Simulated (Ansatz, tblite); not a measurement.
Removing and adding an electron: the cluster SbF₃ (the lowest singlet isomer of a short search). Charge 0, multiplicity 1. Geometry: B3LYP-D4/def2-TZVP. Ansatz, gas phase; energy differences of separate SCF runs; the oxidised species was run as a doublet alone; the reduced species was run as a doublet alone.

Cartesian coordinates in Å:
```
Sb -0.380 -0.588 -0.263
F 0.574 0.580 -1.421
F -1.241 0.804 0.706
F 1.047 -0.796 0.978
```

In the def2 sets Sb takes a core potential; there is no spin–orbit coupling. The xTB rows come from tblite. Correlated methods freeze 7 core orbitals; core or outer-core shells of Sb are correlated, in sets that lack core-valence functions. The structure comes from a short search, and lower isomers may exist.

```
             level  −HOMO (eV)  vertical IE (eV)  −LUMO (eV)  vertical EA (eV)  HOMO–LUMO gap (eV)  IE − EA (eV)                       remarks
          GFN1-xTB       14.57             18.80        8.07              3.70                6.50         15.10                             –
  PBE-D4/def2-TZVP        8.40             11.89        2.43                 –                5.97             –                             –
PBE0-D4/def2-TZVPD        9.88                 –        1.80             -0.02                8.08             –  HOMO above zero (-1 doublet)
    MP2/def2-TZVPP           –             12.58           –                 –                   –             –                             –
   CCSD/def2-TZVPP           –             12.51           –                 –                   –             –                             –
CCSD(T)/def2-TZVPP           –             12.41           –                 –                   –             –                             –
```

(1) Estimate the rows for GFN2-xTB, HF/def2-TZVPP, PBE-D4/def2-TZVPD, r2SCAN-D4/def2-TZVP, r2SCAN-D4/def2-TZVPD, PBE0-D4/def2-TZVP.

## Answers

(1) 
| level | −HOMO (eV) | vertical IE (eV) | −LUMO (eV) | vertical EA (eV) | HOMO–LUMO gap (eV) | IE − EA (eV) | remarks |
| --- | --- | --- | --- | --- | --- | --- | --- |
| GFN2-xTB | 13.65 | 17.60 | 7.77 | 3.72 | 5.88 | 13.88 | – |
| HF/def2-TZVPP | – | 11.96 | – | – | – | – | – |
| PBE-D4/def2-TZVPD | 8.51 | – | 2.54 | -0.07 | 5.97 | – | HOMO above zero (-1 doublet) |
| r2SCAN-D4/def2-TZVP | 8.79 | 12.10 | 2.23 | – | 6.55 | – | – |
| r2SCAN-D4/def2-TZVPD | 8.84 | – | 2.29 | -0.05 | 6.56 | – | HOMO above zero (-1 doublet) |
| PBE0-D4/def2-TZVP | 9.82 | 12.27 | 1.70 | – | 8.12 | – | – |

Relaxing the oxidised species (B3LYP-D4/def2-TZVP) changes its energy by -0.21 eV at PBE-D4/def2-TZVP, so the adiabatic ionisation energy to this nearest minimum is 11.68 eV. At PBE0-D4/def2-TZVP it is 11.90 eV.     A HOMO above zero means that the electron is unbound at that level or that self-interaction error raises the level; the energy of removing that electron tells which. Raw xTB energy differences between charge states are shifted by several eV; the methods need an empirical correction for them. A negative affinity means that the extra electron isn't bound; its size then hangs on the basis.
